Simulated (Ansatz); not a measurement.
Fe2O2⁺: single points at one geometry.

```yaml
crystal:
  periodic: [false, false, false]
  atoms:
    - {symbol: Fe, position_ang: [-1.347960, -0.017410, 0.059107]}
    - {symbol: Fe, position_ang: [1.208401, 0.015596, -0.052983]}
    - {symbol: O, position_ang: [0.056974, 1.248157, 0.071847]}
    - {symbol: O, position_ang: [0.082576, -1.246353, -0.077971]}
basis:
  gaussian: {orbitals: def2-TZVP, initial_orbitals: start.molden}
total_charge: 1
magnetization: {spin_polarized: true, initial_magnetization: 1}
hamiltonian: {xc: pbe0, dispersion: d4}
scf: {omitted_lower_state_checks: [starts]}
output: {orbitals: {seedname: orbitals}}
```

The file start.molden holds the orbitals of an earlier run on this structure, at another level or in another basis.

```sh
$ ansatz run in.yaml --threads 4 --pin off --events-out ev --progress --plain --max-ram 3916MiB
```

It prints (some lines left out):

```
Functional definition: PBE0
1364 factors; their error is unknown
mean field evaluation 1: about -72843.4567 eV, gradient 1.1e2 eV
mean field evaluation 2: about -72846.5621 eV, gradient 4.3e0 eV
mean field evaluation 4: about -72846.6977 eV, gradient 8.8e-3 eV
mean field evaluation 8: about -72846.9691 eV, gradient 2.0e-5 eV
mean field -72846.96911418 eV, -2677.0767374971 hartree, gradient 8.6e-6 eV, S^2 3.831170; 0 other end points of the search recorded, 0 dependent functions left out
reference -72846.96914449 eV, -2677.0767386109 hartree; 34, 33 occupied and 118, 119 virtual orbitals, 1364 factors
Total energy: -72847.05193583 eV, -2677.0797811363 hartree
Checks for a lower state left out: starts
```

Run time 4.8 s (4 threads of AMD EPYC 9R45 on a shared host), peak host memory 0.85 GiB.

First input, but with `hamiltonian: {xc: {name: LC-wPBE}}` (abridged; 4.1 s):

```
Functional definition: LC-wPBE
mean field -72850.05677459 eV, -2677.1902069243 hartree, gradient 9.3e-6 eV, S^2 3.782929
Total energy: -72850.05677460 eV, -2677.1902069246 hartree
Checks for a lower state left out: starts
```

First input, but with `hamiltonian: {xc: pbe}`, `correlation: {method: rpa}` and without the key `output` (abridged; 2.2 s):

```
Functional definition: PBE
mean field -72847.59810121 eV, -2677.0998523441 hartree, gradient 1.7e-6 eV, S^2 3.566775
12 core orbitals not correlated: weight in the atoms' cores, before any rotation towards them, 1.000 or more for the frozen orbitals, at most 0.000 for the correlated occupied ones
Total energy: -72824.66909264 eV, -2676.2572268209 hartree
Checks for a lower state left out: starts
```

The first input with `hamiltonian: {xc: pbe, dispersion: d4}` (abridged; 1.8 s):

```
Functional definition: PBE
mean field evaluation 16: about -72847.5981 eV, gradient 2.9e-6 eV
mean field -72847.59812899 eV, -2677.0998533650 hartree, gradient 2.9e-6 eV, S^2 3.566775
Total energy: -72847.69789249 eV, -2677.1035196059 hartree
Checks for a lower state left out: starts
```

The first input with `gaussian: {orbitals: def2-SVP, initial_orbitals: start.molden}`, `hamiltonian: {xc: pbe, dispersion: d4}` (abridged; 1.1 s):

```
Functional definition: PBE
mean field evaluation 16: about -72832.9501 eV, gradient 7.7e-6 eV
mean field -72832.95013861 eV, -2676.5615496473 hartree, gradient 7.7e-6 eV, S^2 3.577441
Total energy: -72833.04993653 eV, -2676.5652171530 hartree
Checks for a lower state left out: starts
```

First input, but with `correlation: {method: mp2}` and without the key `hamiltonian` (abridged; 3.5 s):

```
Functional definition: HF
mean field -72774.02321611 eV, -2674.3960251875 hartree, gradient 8.5e-6 eV, S^2 4.594882
12 core orbitals not correlated: weight in the atoms' cores, before any rotation towards them, 1.000 or more for the frozen orbitals, at most 0.000 for the correlated occupied ones
second order -35.27455133 eV of doubles, -0.00000000 eV of singles
Total energy: -72809.29776744 eV, -2675.6923410389 hartree
Checks for a lower state left out: starts
```

The first input with `hamiltonian: {xc: hf}` (abridged; 3.3 s):

```
Functional definition: HF
mean field evaluation 16: about -72774.0232 eV, gradient 1.9e-5 eV
mean field -72774.02321611 eV, -2674.3960251875 hartree, gradient 5.4e-6 eV, S^2 4.594882
Total energy: -72774.02321611 eV, -2674.3960251875 hartree
Checks for a lower state left out: starts
```

Geometry: PBE0-D4/def2-SVP.

LC-ωPBE has ω = 0.4 bohr⁻¹. Correlated methods freeze 12 core orbitals; core or outer-core shells of Fe are correlated, in sets that lack core-valence functions. At PBE0-D4/def2-TZVP, LC-ωPBE/def2-TZVP, RPA@PBE/def2-TZVP, PBE-D4/def2-TZVP and others the charge 1 doublet is spin-contaminated (final ⟨S²⟩ up to 4.59, 0.75 for a pure state). The geometry of the doublet was relaxed on an unsound state (⟨S²⟩ 3.83, where a pure state has 0.75). The structure comes from a short search, and lower isomers may exist.
